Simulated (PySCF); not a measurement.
Ti(Cl)2(OH)2 (Cl2H2O2Ti), SMILES [OH][Ti]([Cl])([OH])[Cl], multiplicity 1.

Geometry optimised at ωB97X-D3(BJ)/def2-SVP. The geometry has at least one imaginary mode, so it is a saddle point at that level. The spin state was assumed, not searched. The structure was generated by enumeration; whether it is a known compound was not checked. The values are those of a single conformer.

All values below come from B3LYP/def2-TZVP run with PySCF.

Symmetry labels are those of the subgroup Cs that the program uses (full group Cs).

Computed valence orbital energies around the gap with their symmetry:
| orbital | symmetry | energy (eV) |
|---|---|---|
| HOMO−7 | A' | -10.59 |
| HOMO−6 | A" | -10.31 |
| HOMO−5 | A' | -10.15 |
| HOMO−4 | A' | -9.81 |
| HOMO−3 | A' | -9.33 |
| HOMO−2 | A" | -8.82 |
| HOMO−1 | A" | -8.66 |
| HOMO | A' | -8.53 |
| LUMO | A' | -2.60 |
| LUMO+1 | A" | -2.44 |
| LUMO+2 | A' | -2.01 |
| LUMO+3 | A' | -1.89 |
